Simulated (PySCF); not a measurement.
## Correlation energy of Mg (magnesium, neutral)

[Ne] 3s2, closed-shell 1S. All numbers are calculated (PySCF 2.14, the spin-free X2C one-electron Hamiltonian (Gaussian nucleus), in cc-pVDZ-DK). Frozen: [Ne]; 2 electrons correlated.

Total MP2 correlation energy: -21.36 mhartree.

Same-spin part 0.00 and opposite-spin part -21.36 mhartree; SCS-MP2 scales them by 1/3 and 6/5 to -25.63 mhartree.

With two correlated electrons CCSD is exact within the correlated space (frozen core and kept virtual orbitals).

| level | correlation energy (mhartree) |
| --- | --- |
| CCSD | -32.83 |

Diagnostics: T1 = 0.013, D1 = 0.0177, largest double amplitude 0.115.

Cost of the coupled-cluster step: 0.04 s of wall time on 1 thread of Intel(R) Xeon(R) 6975P-C (shared host), for 2 correlated electrons.

Iterations:

```
CC2 = 0
CCSD nocc = 1, nmo = 13
frozen orbitals [0, 1, 2, 3, 4]
max_cycle = 100
direct = 0
conv_tol = 1e-08
conv_tol_normt = 1e-06
diis_space = 8
diis_start_cycle = 0
Init t2, MP2 energy = -199.935544974007  E_corr(MP2) -0.0213601562789919
Init E_corr(CCSD) = -0.021360156279047
cycle = 1  E_corr(CCSD) = -0.0278924180699564  dE = -0.00653226179  norm(t1,t2) = 0.0560007
cycle = 2  E_corr(CCSD) = -0.0304235939101939  dE = -0.00253117584  norm(t1,t2) = 0.0266976
cycle = 3  E_corr(CCSD) = -0.0328119813178063  dE = -0.00238838741  norm(t1,t2) = 0.0137736
cycle = 4  E_corr(CCSD) = -0.0328257088519857  dE = -1.37275342e-05  norm(t1,t2) = 0.000878879
cycle = 5  E_corr(CCSD) = -0.0328364289989672  dE = -1.0720147e-05  norm(t1,t2) = 0.000101058
cycle = 6  E_corr(CCSD) = -0.0328315363203104  dE = 4.89267866e-06  norm(t1,t2) = 2.26684e-05
cycle = 7  E_corr(CCSD) = -0.0328324469347514  dE = -9.10614441e-07  norm(t1,t2) = 4.49616e-06
cycle = 8  E_corr(CCSD) = -0.0328323434173022  dE = 1.03517449e-07  norm(t1,t2) = 1.00165e-06
cycle = 9  E_corr(CCSD) = -0.0328322031233665  dE = 1.40293936e-07  norm(t1,t2) = 3.86174e-07
cycle = 10  E_corr(CCSD) = -0.0328322894016088  dE = -8.62782423e-08  norm(t1,t2) = 4.94111e-07
cycle = 11  E_corr(CCSD) = -0.0328322884604305  dE = 9.41178288e-10  norm(t1,t2) = 6.9746e-09
CCSD converged
E(CCSD) = -199.9470171061884  E_corr = -0.03283228846043051
```
